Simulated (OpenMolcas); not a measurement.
# BCl2F (dichlorofluoroborane): a line through the functionals

The species is BCl2F (4 atoms), meant as a singlet with charge 0. As SMILES, `FB(Cl)Cl`. Geometry: relaxed at PBE0-D4/def2-TZVP.

The HOMO–LUMO gap y, in eV, basis 6-311+G(d,p); a is the functional's share of exact exchange. Programs: OpenMolcas 26.06.

```
functional     program     a  y (eV)
    r2SCAN  OpenMolcas     0    6.67
    revPBE  OpenMolcas     0    6.00
     B3LYP  OpenMolcas   0.2       ?
      PBE0  OpenMolcas  0.25    8.39
     BHLYP  OpenMolcas   0.5   10.80
```

Q: Fit y = c + s·a to the known rows and predict B3LYP.

A: 
1. Means of the 4 rows: a = 0.1875, y = 7.965.
2. Σ(Δa)² = 0.17188, Σ(Δa·Δy) = 1.5238, so the slope is 1.5238/0.17188 = 8.8655.
3. Intercept: 7.965 − (8.8655) × 0.1875 = 6.303. The largest residual of the fit is 0.37.
4. B3LYP: 6.303 + (8.8655) × 0.2 = 8.08 eV.

The run gave 7.88 eV, so the prediction is off by +0.20 eV, within the scatter of the fit. Exact exchange lowers occupied levels and raises empty ones. The rows mix families of semi-local functionals, which the line can't see.
